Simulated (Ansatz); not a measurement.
Gas-phase electronic energies from Ansatz, PBE0-D4/def2-TZVP geometries. CCSD(T)/CBS is the MP2 limit (def2-TZVPP, def2-QZVPP) plus CCSD(T) − MP2 in def2-TZVPP, frozen cores. DFT in def2-TZVPP. For Ge outer-core shells are correlated without core-valence functions, which leaves a few kJ/mol of doubt a bond. Scalar relativity is left out up to krypton. Each species was taken in one conformer, which may not be the lowest.

Consider the ligand exchange at a B–C bond: `ClBC[O][GeH3]` + `OCC(F)(F)F` → `FC(F)(F)COBCl` + `C[O][GeH3]`.

CCSD(T)/CBS gives -32.0 kcal/mol.

(1) Another level gave -31.1 kcal/mol. Which?
A. HF/def2-TZVPP
B. r2SCAN-D4/def2-TZVPP
C. SCS-MP2/def2-TZVPP
D. PBE0-D4/def2-TZVPP

Largest T1 diagnostic among the species: 0.012.

Answers

(1) D. PBE0-D4 -31.1, SCS-MP2/def2-TZVPP -33.3, HF/def2-TZVPP -34.5, r2SCAN-D4 -32.3 kcal/mol.

In def2-TZVPP, CCSD(T) changes the Hartree–Fock value by +1.9 kcal/mol (the triples alone add +0.1 kcal/mol) and MP2 by +1.6 kcal/mol.
